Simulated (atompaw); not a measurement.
**An all-electron radial function and its pseudo partner (Cd)**

Columns: radius, all-electron u(r) and pseudo u(r) of the 5p shell (level -4.11 eV) of cadmium in the configuration [Ar] 3d10 4s2 4p6 4d10 5s1.5 5p0; PBE, scalar-relativistic, PAW (atompaw) scheme, atompaw 4.2.0.5.

```tsv
r (bohr)	all-electron	pseudo
0.090	-0.0727	-0.0037
0.181	0.0771	-0.0143
0.271	0.1301	-0.0304
0.362	0.0658	-0.0503
0.452	-0.0385	-0.0708
0.542	-0.1309	-0.0893
0.633	-0.1904	-0.1031
0.723	-0.2128	-0.1093
0.813	-0.2042	-0.1062
0.904	-0.1724	-0.0924
0.994	-0.1259	-0.0681
1.085	-0.0703	-0.0333
1.175	-0.0113	0.0094
1.265	0.0482	0.0580
1.356	0.1067	0.1104
1.446	0.1617	0.1626
1.537	0.2135	0.2136
1.627	0.2605	0.2605
1.717	0.3034	0.3034
1.808	0.3424	0.3424
1.898	0.3769	0.3769
1.988	0.4074	0.4074
2.079	0.4345	0.4345
2.169	0.4578	0.4578
2.260	0.4780	0.4780
2.350	0.4950	0.4950
```

Task: How many radial nodes do the two functions have?

Result: The all-electron 5p function has n − l − 1 = 3; the pseudo-wave has 1, since 1 lower shell of the same l stays in the valence.

Task: At about which radius was the pseudo-wave matched?

Result: 1.70 bohr. The columns agree to 0.0005 from 1.54 bohr on; several derivatives are matched, so the curves merge somewhat inside the radius.

Task: Is the pseudo-wave norm-conserving?

Result: No, it belongs to a PAW set: the norm inside the radius is not constrained, and the difference is carried by the augmentation charge.
